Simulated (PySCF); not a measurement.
Structure from 2D NMR

Compound of formula C5H4O2. Correlations simulated from computed shifts and couplings:

HSQC (one-bond C–H):
```tsv
δH	δC	¹J(C,H) (Hz)
7.74	159.8	200
6.43	127.7	176
```

COSY cross peaks (|J| ≥ 2 Hz):
```tsv
δH	δH	abs. J (Hz)	bonds
7.74	6.43	7.2	3
```

HMBC (two and three bonds, |J| ≥ 2.5 Hz):
```tsv
δH	δC [abs. J in Hz]
7.74	176.8 [7.1], 159.8 [9.0], 127.7 [6.8]
6.43	159.8 [8.9], 127.7 [3.6]
```

Carbons without hydrogens: δ 176.8.

Level of theory: GIAO PBE0/pcSseg-1 shieldings, J: B3LYP/pcJ-1 (without the spin–dipole term), geometry: GFN2-xTB, in PySCF 2.14.0 with density-fitted response routines (non-relativistic Hamiltonian, isolated molecule, one conformer, averaged over atoms made equivalent by symmetry, fast rotation or ring inversion).

Scale: ¹H (31.72 ppm) and ¹³C (186.93 ppm) against TMS (reference shieldings calculated alike).

Exchangeable hydrogens are left out of these lists, and C,H couplings along chains are those of one rotamer, so weak HMBC peaks may be missing or extra.

Question: Work out the connectivity.

Answer: SMILES O=c1ccocc1.

Atom-mapped SMILES (the numbers label the heavy atoms): `[O:1]=[c:2]1[cH:3][cH:4][o:5][cH:6][cH:7]1` (H(Xn): hydrogen on atom n).

- δC 176.8 is C2, a ring carbonyl carbon.
- δC 159.8 is C4/C6, a unsaturated ring CH (δH 7.74).
- δC 127.7 is C3/C7, a unsaturated ring CH (δH 6.43).
- HMBC from δH 7.74 reaches the proton-free carbon C2.
- COSY links 7.74–6.43.

The data come from this structure; uniqueness wasn't tested.

Unscaled 3J(H,H) at this level run about 10 % above measured values. Shifts are as computed. Against solution values, carbons near 30 ppm lie about +3 ppm off and those near 130 ppm about +5 ppm. Of 1211 compounds with measured shifts, 218 miss one by over three times the rms of a fit or turn the order of signals round; such compounds aren't used in these exercises.
